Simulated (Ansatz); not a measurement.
All values below come from Ansatz (an electronic-structure program) with frozen-core CCSD(T)/cc-pVTZ // r2SCAN-D4/def2-TZVP.

Ansatz 0.2 input:
```yaml
crystal:
  periodic: [false, false, false]
  atoms:
    - { symbol: Ge, position_ang: [-0.000012, 0.000002, 0.000014] }
    - { symbol: H, position_ang: [-0.836541, -0.63131, -1.114536] }
    - { symbol: H, position_ang: [0.214724, 1.484328, -0.302028] }
    - { symbol: H, position_ang: [1.355251, -0.705032, 0.082063] }
    - { symbol: H, position_ang: [-0.733422, -0.14799, 1.334487] }
basis:
  gaussian: { orbitals: cc-pVTZ }
correlation:
  method: ccsd_t
```

Output:

```
Functional definition: HF
575 factors; integrals over basis functions are off by at most 1.0e-3 eV
mean field evaluation 1: about -56537.0291 eV, gradient 9.8e0 eV
mean field evaluation 2: about -56537.0456 eV, gradient 9.9e0 eV
mean field evaluation 4: about -56537.5854 eV, gradient 1.3e0 eV
mean field evaluation 8: about -56537.5872 eV, gradient 9.1e-4 eV
mean field evaluation 16: about -56537.5872 eV, gradient 2.6e-2 eV
mean field -56537.58717374 eV, -2077.7180060818 hartree, gradient 9.6e-6 eV, S^2 0.000000; 1 other end points of the search recorded, 0 dependent functions left out
9 core orbitals not correlated
reference -56537.58717374 eV, -2077.7180060818 hartree; 9, 9 occupied and 81, 81 virtual orbitals, 575 factors
second order -6.08203175 eV of doubles, -0.00000000 eV of singles
cycle   1  -6.44893947 eV  change   -3.7e-1 eV  update   6.9e-2
cycle   2  -6.74362735 eV  change   -2.9e-1 eV  update   2.1e-2
cycle   3  -6.76976588 eV  change   -2.6e-2 eV  update   8.4e-3
cycle   4  -6.76846149 eV  change    1.3e-3 eV  update   2.1e-3
cycle   5  -6.76797480 eV  change    4.9e-4 eV  update   4.8e-4
cycle   6  -6.76776736 eV  change    2.1e-4 eV  update   1.4e-4
cycle   7  -6.76778725 eV  change   -2.0e-5 eV  update   3.0e-5
cycle   8  -6.76779017 eV  change   -2.9e-6 eV  update   7.0e-6
perturbative correction -0.22116476 eV, -0.0081276551 hartree
Total energy: -56544.57612866 eV, -2077.9748454382 hartree
```

Cost: very roughly 6 core-seconds.
